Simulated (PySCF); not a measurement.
Calcium: a sound run and one with changed settings

Sound run: Ca²⁺ [Ar], Ca³⁺ [Ne] 3s2 3p5. All numbers are calculated (PySCF 2.14, the non-relativistic Hamiltonian (point nucleus), in pcseg-2). In the sound run the correlated levels freeze [Ne] 3s2. The sound run starts from symmetry-adapted Hartree-Fock orbitals and uses a fine grid where one is needed.

Changed run: scalar relativity by spin-free X2C-1e. This setting is unsound on purpose.

| species | method | sound run (hartree) | changed run (hartree) | converged |
| --- | --- | --- | --- | --- |
| Ca²⁺ | UHF | -676.13987 | -678.63749 | yes |
| Ca²⁺ | MN15 | -676.90658 | -679.39941 | yes |
| Ca²⁺ | PBE | -676.68113 | -679.17653 | yes |
| Ca²⁺ | MP2 | -676.27019 | -678.76752 | yes |
| Ca²⁺ | CCSD(T) | -676.28745 | -678.78464 | yes |
| Ca³⁺ | UHF | -674.31359 | -676.80904 | yes |
| Ca³⁺ | MN15 | -675.02198 | -677.51310 | yes |
| Ca³⁺ | PBE | -674.81078 | -677.30425 | yes |
| Ca³⁺ | MP2 | -674.40057 | -676.89584 | yes |
| Ca³⁺ | CCSD(T) | -674.41813 | -676.91325 | yes |

Ionisation energy of Ca²⁺:

| method | sound run (eV) | changed run (eV) |
| --- | --- | --- |
| UHF | 49.696 | 49.755 |
| MN15 | 51.283 | 51.329 |
| PBE | 50.895 | 50.947 |
| MP2 | 50.875 | 50.931 |
| SCS-MP2 | 50.808 | 50.864 |
| CCSD | 50.852 | 50.908 |
| CCSD(T) | 50.867 | 50.923 |

Most of the change in total energy is the relativistic energy itself. On top of that the contraction fixes the core shape for the Hamiltonian it was made with, so the changed run is not a good calculation with the other Hamiltonian either.

For comparison, NIST gives 50.913 eV between the lowest levels.
